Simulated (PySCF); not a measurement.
C₄H₄BFO, SMILES C#CB(F)C(C)=O. Heavy atoms are numbered as in [CH:1]#[C:2][B:3]([F:4])[C:5]([CH3:6])=[O:7]. Hydrogens are named by the atom that carries them.

Geometry optimised at B3LYP-D3(BJ)/def2-SVP. The structure was generated by enumeration, and PubChem lists no compound with its InChIKey, so it may never have been made. The values are those of a single conformer.

These are KT2/pcSseg-1 run with PySCF values and carry that method's errors.

GIAO shieldings, no solvent; atoms alike by connectivity are averaged. δ = σ(ref) − σ: ¹³C against TMS (σ = 185.1 ppm); ¹¹B against BF3 (σ = 89.8 ppm); ¹⁹F against CFCl3 (σ = 127.1 ppm); ¹⁷O against H2O (σ = 330.4 ppm); ¹H against TMS (σ = 31.47 ppm), references at their B3LYP-D3(BJ)/def2-TZVP geometries, non-relativistic.

Computed chemical shifts:
| nucleus | atoms | count | δ (ppm) |
|---|---|---|---|
| ¹³C | C5 | 1 | 220.0 |
| ¹³C | C1 (CH) | 1 | 100.7 |
| ¹³C | C2 | 1 | 83.5 |
| ¹³C | C6 (CH3) | 1 | 34.5 |
| ¹¹B | B3 | 1 | 14.0 |
| ¹⁹F | F4 | 1 | -61.5 |
| ¹⁷O | O7 | 1 | 706.8 |
| ¹H | H on C1 | 1 | 3.52 |
| ¹H | H on C6 | 3 | 2.51 |
